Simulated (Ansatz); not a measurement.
A structure relaxed at PBE-D4/def2-SVP in Ansatz, charge 0, doublet:

```xyz
4

Ti   -0.0023   -0.0023   -0.0012
Br    1.4162   -1.7492    0.6491
Br   -1.6085    0.8200    1.4924
Br    0.1946    0.9315   -2.1404
```

Problem. Give its formula, name or SMILES and point group.

Solution. TiBr3. Point group D3h (tolerance 0.1 Å).

Problem. Summarise the bond lengths by kind (pairs closer than 1.2 times the sum of covalent radii, bridged metal pairs left out).

Solution. 3 × Br–Ti 2.34 Å. The metal has 3 neighbours: Br 2.34 Å, Br 2.34 Å, Br 2.34 Å.

The relaxation made no stability test and no search for a lower SCF solution. No other spin state of charge 0 was run.
